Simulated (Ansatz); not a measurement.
Basis sets compared for Ge₁₂N. Charge 0, multiplicity 2. Geometry PBE-D4/def2-SVP. Ansatz on 2 threads of AMD EPYC 7R13 on a shared host and a share (18 GiB) of an NVIDIA H100 80GB HBM3; times are rough, and most runs start from earlier orbitals.

Cartesian coordinates in Å:
```
N -1.419 -0.534 0.426
Ge 0.199 -0.573 1.510
Ge -1.504 -0.616 -1.588
Ge -1.491 2.005 -1.740
Ge 0.683 -2.092 -1.917
Ge 0.511 1.877 0.005
Ge 1.354 -2.654 0.573
Ge -1.579 -2.521 0.145
Ge 2.361 1.931 1.608
Ge -2.148 1.285 0.889
Ge 2.308 -0.300 -0.302
Ge 0.841 0.562 -2.316
Ge -0.114 1.631 2.706
```

Single mean-field runs in def2-TZVP are fitted with def2-universal-jkfit. Another isomer (doublet) lies 0.55 eV lower at PBE0-D4/def2-TZVP; other spin states weren't run for this one.

Binding counts from free atoms (N quartet, Ge triplet) in the same basis, without a counterpoise term.

```json
{"level": "PBE-D4/def2-SVP", "functions": "398", "energy (Eh)": "-24972.2035", "HOMO (eV)": "-4.47", "LUMO (eV)": "-4.20", "binding per atom (eV)": "3.44", "wall time": "12 s"}
{"level": "PBE0-D4/def2-SVP", "functions": "398", "energy (Eh)": "-24972.7672", "HOMO (eV)": "-5.19", "LUMO (eV)": "-3.80", "binding per atom (eV)": "3.24", "wall time": "14 s"}
```

Q: Estimate the rows for PBE-D4/def2-TZVP (with forces), PBE0-D4/def2-TZVP.

A: 
| level | functions | energy (Eh) | HOMO (eV) | LUMO (eV) | binding per atom (eV) | wall time |
| --- | --- | --- | --- | --- | --- | --- |
| PBE-D4/def2-TZVP (with forces) | 607 | -24975.4047 | -4.41 | -4.14 | 3.46 | 15 s |
| PBE0-D4/def2-TZVP | 607 | -24975.9657 | -5.11 | -3.71 | 3.27 | 31 s |
